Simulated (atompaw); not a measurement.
## Reading a pseudo-wave (F (Z = 9))

Columns: radius, all-electron u(r) and pseudo u(r) of the 2p shell (level -11.11 eV) of fluorine in the configuration [He] 2s2 2p5; PBE, scalar-relativistic, PAW (atompaw) scheme, atompaw 4.2.0.5.

```csv
r (bohr),all-electron,pseudo
0.085,0.1067,0.0058
0.169,0.3006,0.0228
0.254,0.4933,0.0506
0.338,0.6491,0.0874
0.423,0.7656,0.1324
0.508,0.8433,0.1833
0.592,0.8871,0.2373
0.677,0.9049,0.2934
0.762,0.9025,0.3485
0.846,0.8858,0.3999
0.931,0.8587,0.4468
1.015,0.8254,0.4865
1.100,0.7875,0.5184
1.185,0.7473,0.5412
1.269,0.7066,0.5545
1.354,0.6655,0.5587
1.438,0.6256,0.5542
1.523,0.5864,0.5419
1.608,0.5487,0.5231
1.692,0.5131,0.4998
1.777,0.4789,0.4729
1.862,0.4465,0.4444
1.946,0.4164,0.4158
2.031,0.3878,0.3877
2.115,0.3612,0.3612
2.200,0.3361,0.3361
```

(1) How many radial nodes do the two functions have?

(2) Where does each function peak?

(3) Is the pseudo-wave norm-conserving?

## Answers

(1) The all-electron 2p function has n − l − 1 = 0; the pseudo-wave has 0.

(2) Outermost all-electron maximum near 0.68 bohr, pseudo maximum near 1.35 bohr (to the table’s step).

(3) No, it belongs to a PAW set: the norm inside the radius is not constrained, and the difference is carried by the augmentation charge.
